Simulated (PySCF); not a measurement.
# [Gd(BH4)2]+ at several levels of theory

Computed with PySCF 2.14.0 (density fitting, no spin-orbit coupling) at the geometry relaxed with PBE0:

```xyz
11
[Gd(BH4)2]+ (singlet in the valence; each metal's 4f electrons, 7 of them, lie in its core potential, out of spins and levels)
Gd    0.0000    0.0002   -0.3756
B     2.0210   -0.0040    0.9015
H     2.9819    0.0137    1.6157
H     1.1253   -0.8239    1.2774
H     2.2322   -0.2847   -0.3082
H     1.3918    1.1020    0.8658
B    -2.0210    0.0040    0.9015
H    -2.9820   -0.0140    1.6156
H    -1.1255    0.8241    1.2774
H    -2.2321    0.2845   -0.3082
H    -1.3915   -1.1019    0.8660
```

| level | basis | state | HOMO (eV) | gap (eV) | charge on Gd1 (e) | population of f-type functions on Gd1 (polarisation alone where 4f lies in the core) | dipole about the centre of mass (D) | largest force component (eV/Å) |
| --- | --- | --- | --- | --- | --- | --- | --- | --- |
| PBE0 | Gd lcecp-1-SVP with ECP53, B def2-SVP, H def2-SVP | singlet | -13.97 | 6.29 | 1.10 | 0.05 | 4.32 | 0.01 |
| PBE0 | Gd lcecp-1-TZVP with ECP53, B def2-TZVP, H def2-TZVP | singlet | -13.98 | 6.35 | 1.41 | 0.05 | 4.29 | 0.26 |

In the lcecp rows the 4f levels are missing from HOMO and gap, and the state counts the valence alone.

Charges are Mulliken's, which hang on the basis. The relaxation used the grid (50, 194), these runs (75, 302) or, all-electron (x2c bases, spin-free X2C Hamiltonian), (99, 590).

(1) A further run in the first row's basis gives HOMO (eV) -17.40, gap (eV) 12.27, charge on Gd1 (e) 1.58, population of f-type functions on Gd1 (polarisation alone where 4f lies in the core) 0.05, dipole about the centre of mass (D) 5.31, largest force component (eV/Å) 0.58. Which level was it?
A. TPSS
B. HF

An lcecp potential fixes the number of 4f electrons, so in runs with it no electron can move into or out of that shell.

Results:

(1) B. The others give HOMO -12.80 eV (TPSS).
